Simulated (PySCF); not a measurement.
**A series of derivatives of N[SiH]1[SiH2][SiH]([SiH3])S1**

Parent skeleton `[NH2:1][SiH:2]1[SiH2:3][SiH:4]([SiH3:5])[S:6]1`; one hydrogen on atom 3 is replaced by X. Hydrogens on one atom are averaged.

In vacuum, relativity neglected, single conformer, fast rotation and ring inversion assumed for equivalent nuclei. Geometry from GFN2-xTB; shielding tensors at PBE0/pcSseg-1 (GIAO); PySCF 2.14.

Chemical shifts δ = σref − σ; ¹⁵N (σref 267.73) vs NH3; TMS for ²⁹Si (σref 349.16), ¹H (σref 31.72); CS2 for ³³S (σref 503.73), all at this level.

Parent (X = H): N1 26.3, Si2 6.0, Si3 -74.3, Si4 -42.1, Si5 -106.0, S6 -182.7, H(Si2) 6.36, H(Si3) 4.41, H(Si4) 5.61 ppm. Effects are Δδ = δ(X) − δ(H), positive for deshielding.

Problem. Give Δδ (ppm) for X = ethynyl, SCH3, NHCH3, NHSiH3, SH.

Solution. 
| X | SMILES | N1 | Si2 | Si3 | Si4 | Si5 | S6 | H(Si2) | H(Si3) | H(Si4) |
| --- | --- | --- | --- | --- | --- | --- | --- | --- | --- | --- |
| ethynyl | C#C[Si@@H]1[Si@H](N)S[Si@H]1[SiH3] | +16.0 | -9.1 | +26.3 | +1.8 | -2.9 | +80.2 | -0.56 | +0.96 | +0.01 |
| SCH3 | CS[Si@@H]1[Si@@H](N)S[Si@@H]1[SiH3] | -0.4 | +4.5 | +65.7 | +0.4 | -2.1 | -24.5 | -0.03 | +1.22 | +0.17 |
| NHCH3 | CN[Si@@H]1[Si@H](N)S[Si@H]1[SiH3] | +14.6 | +5.6 | +74.7 | +2.8 | -4.7 | +44.9 | -0.60 | +1.17 | -0.11 |
| NHSiH3 | N[Si@@H]1S[Si@@H]([SiH3])[Si@H]1N[SiH3] | +18.9 | -9.4 | +83.0 | -13.7 | -4.4 | +38.3 | -0.40 | +1.98 | -0.33 |
| SH | N[Si@@H]1S[Si@@H]([SiH3])[Si@H]1S | -1.3 | +7.3 | +53.9 | +4.3 | -3.4 | -21.6 | -0.04 | +1.53 | +0.20 |

Problem. Which position responds most, and to which substituents?

Solution. S6: from -24.5 ppm with SCH3 to +80.2 ppm with ethynyl.

Experimental scales use liquid or dissolved standards, which lie at an offset from isolated NH3 (liquid NH3: subtract about 20 ppm).
